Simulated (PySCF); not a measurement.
## ECD: `C#C[Si@@]1(N)[SiH2][SiH2][Si@@H]1O`, C2H9NOSi4

Cartesian coordinates in Å; atom numbers follow the order of the lines, from 1:
```xyz
17

C     2.498   -0.887    2.535
C     1.744   -0.764    1.605
Si    0.575   -0.580    0.167
N     0.980   -1.661   -1.139
Si   -1.726   -0.744    0.687
Si   -2.042    1.432   -0.162
Si    0.255    1.603   -0.679
O     0.593    1.744   -2.280
H     3.154   -0.990    3.352
H     0.849   -2.653   -1.006
H     1.847   -1.512   -1.631
H    -2.486   -1.833    0.049
H    -2.037   -0.938    2.112
H    -2.997    1.542   -1.280
H    -2.567    2.414    0.800
H     1.056    2.744   -0.231
H     0.297    1.095   -2.910
```

Theory: TDDFT CAM-B3LYP/def2-SVPD circular dichroism and optical rotation, one conformer, gas phase in PySCF. Geometry: GFN2-xTB.

The molecule is flexible and this is one conformer; a measurement averages over conformers.

Problem. What are the CIP labels of the stereocentres?

Solution. Si3 R, Si7 S.

Problem. List the lowest 16 singlet excitations with oscillator and rotatory strengths.

Solution. Rotatory strengths R in 10⁻⁴⁰ esu² cm², velocity form and length form (origin at the centre of mass); f in length form.
| state | E (eV) | λ (nm) | f | R (velocity) | R (length) | main |
| --- | --- | --- | --- | --- | --- | --- |
| 1 | 3.93 | 316 | 0.001 | +7.7 | +7.6 | HOMO→LUMO 0.96 |
| 2 | 4.90 | 253 | 0.0006 | -0.6 | -0.7 | HOMO−1→LUMO 0.94 |
| 3 | 5.04 | 246 | 0.0008 | -4.5 | -4.5 | HOMO−2→LUMO 0.93 |
| 4 | 5.54 | 224 | 0.012 | +13.0 | +12.7 | HOMO−3→LUMO 0.62, HOMO→LUMO+1 0.21 |
| 5 | 5.80 | 214 | 0.025 | -38.9 | -37.4 | HOMO→LUMO+2 0.24, HOMO−4→LUMO 0.23 |
| 6 | 5.92 | 209 | 0.264 | -20.9 | -20.2 | HOMO→LUMO+1 0.54, HOMO−3→LUMO 0.17 |
| 7 | 6.08 | 204 | 0.026 | -11.4 | -11.3 | HOMO−3→LUMO+1 0.32, HOMO−1→LUMO+1 0.26 |
| 8 | 6.12 | 202 | 0.058 | +58.1 | +56.0 | HOMO→LUMO+2 0.42, HOMO−1→LUMO+1 0.11 |
| 9 | 6.20 | 200 | 0.037 | -29.2 | -28.3 | HOMO→LUMO+2 0.17, HOMO−3→LUMO+1 0.16 |
| 10 | 6.39 | 194 | 0.076 | +26.7 | +26.6 | HOMO−5→LUMO 0.16, HOMO−2→LUMO+1 0.14 |
| 11 | 6.41 | 193 | 0.024 | -12.6 | -10.7 | HOMO→LUMO+4 0.33, HOMO−1→LUMO+1 0.21 |
| 12 | 6.56 | 189 | 0.041 | -8.7 | -8.5 | HOMO→LUMO+3 0.45, HOMO→LUMO+4 0.14 |
| 13 | 6.61 | 188 | 0.016 | -7.8 | -7.6 | HOMO−1→LUMO+2 0.35, HOMO−2→LUMO+2 0.22 |
| 14 | 6.76 | 183 | 0.054 | +100.4 | +96.8 | HOMO−2→LUMO+2 0.26, HOMO−1→LUMO+2 0.24 |
| 15 | 6.81 | 182 | 0.023 | +57.5 | +56.6 | HOMO→LUMO+5 0.35, HOMO−4→LUMO 0.16 |
| 16 | 6.84 | 181 | 0.006 | -10.6 | -11.4 | HOMO−2→LUMO+1 0.46 |

Among the states computed, the strongest CD band (largest |R|) is state 14. The largest dissymmetry factor in size, g = 4R/(D+G), with D and G the electric and magnetic dipole strengths, is -0.037 for state 3 (velocity form, f = 0.0009), among bands with |R| over 0.5. The mirror image has the same energies and oscillator strengths and all R with the opposite sign.
